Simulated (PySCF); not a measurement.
Computed IR spectrum (relative IR intensity) of a molecule CH₄ClFOSi₂. Geometry optimised at PBE0-D3(BJ)/def2-SVP. The values are those of a single conformer. Calculation: PBE0-D3(BJ)/def2-SVP (PySCF). Frequencies are harmonic and unscaled.

Lines under 2 % of the strongest are left out, and lines within 2 cm⁻¹ are merged.

| ν (cm⁻¹) | relative intensity |
|---|---|
| 103 | 6.5 |
| 264 | 7.7 |
| 345 | 6.2 |
| 566 | 20 |
| 646 | 16 |
| 678 | 7.2 |
| 715 | 5.9 |
| 821 | 100 |
| 846 | 8.4 |
| 887 | 62 |
| 923 | 52 |
| 939 | 36 |
| 955 | 51 |
| 1765 | 37 |
| 2250 | 34 |
| 2264 | 27 |
| 2276 | 34 |
| 2281 | 42 |

Task: Identify the compound among the candidates.
(A) O=C([SiH2]F)[SiH2]Cl
(B) O=C[Si@H](F)[SiH2]Cl
(C) F[Si@@]1(Cl)OC[SiH2]1
(D) F[Si@]1(Cl)CO[SiH2]1

Result: A, O=C([SiH2]F)[SiH2]Cl
